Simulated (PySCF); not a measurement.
Changes within a family of molecules, several properties at once.

PySCF, PBE0/def2-SVPD, density fitting, gas phase; each molecule at its own PBE0-D3(BJ)/def2-SVP geometry, one conformer. Singlet excitations by full TDDFT with frozen cores, triplets by Tamm–Dancoff TDDFT and ionisation energies by ΔSCF, from the lowest of the holes tried. 

Torsions of the conformers computed, which needn't be the lowest (atom-mapped SMILES):
- `[CH3:1][BH:2][PH2:3]`: H–P3–B2–C1 -143°, H–P3–B2–C1 -40°
- `[CH2:1]=[CH:2][BH:3][PH2:4]`: C1–C2–B3–P4 16°, H–P4–B3–C2 45°, H–P4–B3–C2 147°
- `[CH3:1][C:2]#[C:3][BH:4][PH2:5]`: H–P5–B4–C3 41°, H–P5–B4–C3 143°
- `[NH2:1][BH:2][PH2:3]`: H–N1–B2–P3 -179°, H–N1–B2–P3 1°, H–P3–B2–N1 -148°, H–P3–B2–N1 119°
- `[CH3:1][O:2][BH:3][PH2:4]`: C1–O2–B3–P4 4°, H–P4–B3–O2 -49°, H–P4–B3–O2 -147°
- `[PH2:1][BH:2][Cl:3]`: H–P1–B2–Cl3 42°, H–P1–B2–Cl3 142°
- `[F:1][CH:2]([F:3])[O:4][BH:5][PH2:6]`: F1–C2–O4–B5 175°, C2–O4–B5–P6 -7°, H–P6–B5–O4 40°, H–P6–B5–O4 138°
- `[PH2:1][BH:2][O:3][GeH3:4]`: P1–B2–O3–Ge4 -3°, H–P1–B2–O3 141°, H–P1–B2–O3 44°
- `[SiH3:1][S:2][BH:3][PH2:4]`: Si1–S2–B3–P4 -6°, H–P4–B3–S2 44°, H–P4–B3–S2 144°
- `[SiH3:1][O:2][BH:3][PH2:4]`: Si1–O2–B3–P4 0°, H–P4–B3–O2 -44°, H–P4–B3–O2 -142°

Reference: `CBP` (CH6BP), with HOMO energy -7.26 eV, LUMO energy -1.28 eV, lowest singlet excitation 4.97 eV, lowest triplet excitation 3.69 eV, mean polarisability 57.6 au, dipole moment 0.95 D and vertical ionisation energy 9.44 eV.

Changes against it:

```
     molecule  Δ HOMO energy (eV)  Δ LUMO energy (eV)  Δ lowest singlet excitation (eV)  Δ lowest triplet excitation (eV)  Δ mean polarisability (au)  Δ dipole moment (D)  Δ vertical ionisation energy (eV)
COBP (CH6BOP)                0.00               +0.69                             +0.45                             +0.77                        +2.0                +0.65                              -0.03
PBCl (BClH3P)               -0.40               -0.56                             -0.32                             -0.05                        -0.1                +0.15                              +0.36
     FC(F)OBP               -0.49               +0.08                             +0.44                             +0.63                        +2.8                +1.19                              +0.50
  PB[O][GeH3]               +0.18               +0.75                             +0.25                             +0.66                       +18.4                +1.14                              -0.31
    [SiH3]SBP               -0.15               -0.26                             -0.14                             +0.17                       +34.7                +0.29                              -0.13
    [SiH3]OBP               +0.05               +0.51                             +0.16                             +0.55                       +15.3                +0.39                              -0.15
```

Rows whose labels were lost:

| row | Δ HOMO energy (eV) | Δ LUMO energy (eV) | Δ lowest singlet excitation (eV) | Δ lowest triplet excitation (eV) | Δ mean polarisability (au) | Δ dipole moment (D) | Δ vertical ionisation energy (eV) |
| --- | --- | --- | --- | --- | --- | --- | --- |
| P | +0.31 | +0.97 | +0.11 | +1.01 | -4.8 | +1.25 | -0.25 |
| Q | +0.26 | -0.69 | -1.30 | -0.63 | +28.1 | +1.21 | -0.57 |
| R | +0.15 | -0.83 | -0.87 | -0.72 | +11.9 | +0.19 | -0.34 |

Which row belongs to which of `C=CBP`, `CC#CBP` and `NBP` (BH5NP)?

P = `NBP` (BH5NP), Q = `CC#CBP` and R = `C=CBP`. P and Q are told apart most clearly by the mean polarisability (-4.8 against +28.1 au); P and R are told apart most clearly by the LUMO energy (+0.97 against -0.83 eV); Q and R are told apart most clearly by the mean polarisability (+28.1 against +11.9 au).

Fit a straight line for the change of the lowest singlet excitation against that of the lowest triplet excitation over the labelled rows, and test it on P, Q and R.

Over the 6 labelled rows the slope is 0.941 eV/eV, the intercept -0.29 eV, r = 0.97 and the standard error 0.087 eV. P: predicted +0.66, computed +0.11 eV; Q: predicted -0.88, computed -1.30 eV; R: predicted -0.97, computed -0.87 eV. The mean miss is 0.36 eV, against 0.83 eV for guessing the labelled rows' mean: the line carries over to these rows.
